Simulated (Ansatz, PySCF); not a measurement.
C2H6BFO2, SMILES OCB(F)CO. Atoms are numbered in the order given.

```xyz
12

O      2.5233    -0.1842     0.0468
C      1.3875     0.1316    -0.7354
B      0.0000     0.0000    -0.0092
F      0.0000     0.0000     1.3323
C     -1.3875    -0.1316    -0.7354
O     -2.5233     0.1842     0.0468
H      2.3759     0.1595     0.9375
H      1.4338     1.1696    -1.1489
H      1.4034    -0.5132    -1.6332
H     -1.4338    -1.1696    -1.1489
H     -1.4034     0.5132    -1.6332
H     -2.3759    -0.1595     0.9375
```

Geometry: B3LYP-D3(BJ)/def2-SVP. This is a generated structure with no PubChem entry under its InChIKey; it may be hypothetical. The values are those of a single conformer.

Two levels are set side by side: PBE-D3(BJ)/def2-SVP (Ansatz, a quantum-chemistry and plane-wave program) and B3LYP-D3(BJ)/def2-SVP (Ansatz). Each level has its own optimised geometry; the coordinates shown are those of the second. Frequencies come from the Hessian of PySCF at each geometry. Differences are taken from unrounded values.

| quantity | B3LYP-D3(BJ) | PBE-D3(BJ) | PBE-D3(BJ) minus B3LYP-D3(BJ) |
|---|---|---|---|
| mean bond length (Å) | 1.245 | 1.252 | 0.007 |
| bond O1–C2 (Å) | 1.415 | 1.418 | 0.003 |
| bond C2–B3 (Å) | 1.572 | 1.574 | 0.003 |
| bond B3–F4 (Å) | 1.341 | 1.353 | 0.011 |
| bond B3–C5 (Å) | 1.572 | 1.574 | 0.003 |
| bond C5–O6 (Å) | 1.415 | 1.418 | 0.003 |
| bond O1–H7 (Å) | 0.966 | 0.975 | 0.009 |
| bond C2–H8 (Å) | 1.118 | 1.129 | 0.010 |
| bond C2–H9 (Å) | 1.105 | 1.114 | 0.009 |
| bond C5–H10 (Å) | 1.118 | 1.129 | 0.010 |
| bond C5–H11 (Å) | 1.105 | 1.114 | 0.009 |
| bond O6–H12 (Å) | 0.966 | 0.975 | 0.009 |
| highest harmonic wavenumber (cm⁻¹) | 3816 | 3702 | -114 |
| mean harmonic wavenumber (cm⁻¹) | 1317 | 1278 | -40 |
| zero-point energy (kcal/mol) | 56.50 | 54.79 | -1.71 |

GGA bonds tend to be longer and softer than those of functionals with exact exchange. Differences between two approximate levels are no errors against the true value.
